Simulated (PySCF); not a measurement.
## Relaxation of singlet HfO2

Computed with PBE0 in PySCF with Hf def2-TZVP with ECP60, O def2-TZVP; scalar-relativistic core potentials, no spin–orbit coupling; density-fitted integrals. A (50,194) grid was used.

A hand-made bent start, of C2v symmetry, held to at least that symmetry:

Coordinates in bohr (charge 0 multiplicity 1):
```
Hf    0.0000    0.0000   -0.3027
O     2.8637    0.0000    1.7025
O    -2.8637    0.0000    1.7025
```

Q: What does it relax to?

A: It ends at C2v with Hf–O 1.776 Å (×2); O–Hf–O 107.8° (after a last refinement on a finer grid). A frequency run shows a minimum.

Q: How much energy is released, and in how many steps?

A: 21.9 kJ/mol in 4 steps.

No spin–orbit coupling is included, which matters more the heavier the element.

The relaxation took about 19 core-seconds on a shared host.
